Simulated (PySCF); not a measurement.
A side-by-side comparison of computed properties.

First species: C5H7F3N2.
SMILES: `CC(C)=N/N=C/C(F)(F)F`

Second species: C₅H₇F₃N₂.
Geometry (GFN2-xTB, Å), atoms numbered from 1 in this order:
```
atom  x, y, z in Å
C1     2.3787    0.4093   -0.8802
C2     2.0204   -0.6444    0.1684
C3     0.8754   -0.1826    1.0024
N4    -0.2003   -0.8329    1.0333
N5    -1.2666   -0.8157    1.7065
C6    -2.4194   -0.3762    1.4071
C7    -2.7205    0.4630    0.1935
F8    -3.8833    1.1167    0.3175
F9    -1.7726    1.3933   -0.0403
F10   -2.8078   -0.2614   -0.9413
H11    1.5305    0.5942   -1.5342
H12    2.6553    1.3460   -0.4024
H13    3.2149    0.0685   -1.4846
H14    2.8843   -0.8153    0.8168
H15    1.7573   -1.5848   -0.3158
H16    0.9984    0.7536    1.5479
H17   -3.2518   -0.6192    2.0449
```

Levels: PBE0/pcSseg-1 for dipole moment, HOMO energy, LUMO energy and HOMO–LUMO gap; GFN2-xTB for rotational constant A and rotational constant C. Geometries: GFN2-xTB. All species are isolated and taken at one optimised geometry, non-relativistic unless stated. Electronic properties by PySCF.

Dipoles, sizes and rotational constants follow the conformer. The torsions of the flexible species, by atom-mapped SMILES:
- `[CH3:1][C:2]([CH3:3])=[N:4]/[N:5]=[CH:6]/[C:7]([F:8])([F:9])[F:10]`: C2–N4–N5–C6 103°, N5–C6–C7–F8 131°
- `[CH3:1][CH2:2]/[CH:3]=[N:4]/[N:5]=[CH:6]\[C:7]([F:8])([F:9])[F:10]`: C1–C2–C3–N4 119°, C3–N4–N5–C6 103°, N5–C6–C7–F8 -161°

Problem. Which of the two has the higher rotational constant C, and by how much?

Solution. The second: 0.618 GHz against 0.514 GHz, a difference of 0.104 GHz.

Problem. Which has the higher dipole moment?

Solution. The first: 4.69 D against 2.20 D, a difference of 2.49 D.

Problem. Which of the two has the higher rotational constant A, and by how much?

Solution. The first: 3.364 GHz against 2.528 GHz, a difference of 0.836 GHz.

Problem. Which has the higher HOMO–LUMO gap?

Solution. The first: 6.38 eV against 6.28 eV, a difference of 0.10 eV.

Problem. Which of the two has the higher LUMO energy, and by how much?

Solution. The first: -0.99 eV against -1.13 eV, a difference of 0.14 eV.

On the first: In atomic units the dipole is 1.84 e·bohr (1 au = 2.5417 D).

On the second: The dipole matches unit charges of opposite sign 0.46 Å apart (1 e·Å = 4.8032 D). A dipole of 2.20 D is allowed in C1, and pure rotational transitions are dipole-allowed.
